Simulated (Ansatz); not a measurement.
Ansatz results at the PBE0-D4/def2-TZVP geometry: HOMO energy (ωB97M-V/def2-TZVPP) -9.80 eV; LUMO energy (PBE/def2-TZVPP) -1.29 eV; HOMO energy (B3LYP/def2-TZVPP) -7.23 eV.

Each molecule was computed in one conformer, which needn't be the lowest.

(1) Which molecule gave them?
A. `C[O][Al]([OH])[Cl]`
B. `CCC1=C[SiH2]1`
C. `O[CH2][Al]([OH])[Cl]`
D. `NC[SiH](Cl)Cl`

## Answers

(1) C. The others give `C[O][Al]([OH])[Cl]`: -10.80, -1.48, -8.14; `NC[SiH](Cl)Cl`: -9.30, -0.71, -6.77; `CCC1=C[SiH2]1`: -9.34, -0.94, -6.98.

B3LYP here is the variant with VWN-RPA as its local correlation; programs differ in this.
